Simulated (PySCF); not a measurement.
Numbering as in the mapped SMILES `[CH2:1]=[CH:2][c:3]1[cH:4][cH:5][p:6][cH:7][c:8]1[CH3:9]`; H(Xn) means a hydrogen on atom n. Ha(C1) is cis to C3; Hb(C1) is trans to C3.

[PySCF: shieldings: GIAO PBE0/pcSseg-1; PBE0-D3(BJ)/def2-SVP geometry; one averaged value for each set of equivalent atoms; no relativistic terms; isolated molecule; a single conformation]

Predict the 2D correlation tables (HSQC, COSY, HMBC).

Answers



HSQC (one-bond C–H):
| δH | δC |
| --- | --- |
| 8.80 (H(C5)) | 162.3 (C5) |
| 8.69 (H(C7)) | 164.8 (C7) |
| 8.09 (H(C4)) | 136.8 (C4) |
| 7.15 (H(C2)) | 146.0 (C2) |
| 5.93 (Ha(C1)) | 124.6 (C1) |
| 5.68 (Hb(C1)) | 124.6 (C1) |
| 2.48 (H(C9)) | 26.5 (C9) |

COSY cross peaks (H two or three bonds apart, from the bond graph; peaks can be absent where the dihedral angle is near 90°):
| δH | δH |
| --- | --- |
| 8.80 (H(C5)) | 8.09 (H(C4)) |
| 7.15 (H(C2)) | 5.93 (Ha(C1)) |
| 7.15 (H(C2)) | 5.68 (Hb(C1)) |
| 5.93 (Ha(C1)) | 5.68 (Hb(C1)) |

HMBC (two and three bonds, from the bond graph):
| δH | δC |
| --- | --- |
| 8.80 (H(C5)) | 164.8 (C7), 143.4 (C3), 136.8 (C4) |
| 8.69 (H(C7)) | 162.3 (C5), 145.7 (C8), 143.4 (C3), 26.5 (C9) |
| 8.09 (H(C4)) | 162.3 (C5), 146.0 (C2), 145.7 (C8), 143.4 (C3) |
| 7.15 (H(C2)) | 145.7 (C8), 143.4 (C3), 136.8 (C4), 124.6 (C1) |
| 5.93 (Ha(C1)) | 146.0 (C2), 143.4 (C3) |
| 5.68 (Hb(C1)) | 146.0 (C2), 143.4 (C3) |
| 2.48 (H(C9)) | 164.8 (C7), 145.7 (C8), 143.4 (C3) |

δ = σ(ref) − σ, references computed at the same level: ¹H (σ = 31.27 ppm), ¹³C (σ = 184.41 ppm) vs TMS.

Short H···H contacts in this conformer between protons four or more bonds apart (candidates for NOE cross peaks, intensity ∝ r⁻⁶): H(C7)···H(C9) 2.24 Å, Ha(C1)···H(C4) 2.28 Å, H(C2)···H(C9) 2.29 Å.

Shifts are as computed. Against solution values, carbons near 30 ppm lie about +2 ppm off and those near 130 ppm about +5 ppm. Of 1313 compounds with measured shifts, 239 miss one by over three times the rms of a fit or turn the order of signals round; such compounds aren't used in these exercises.
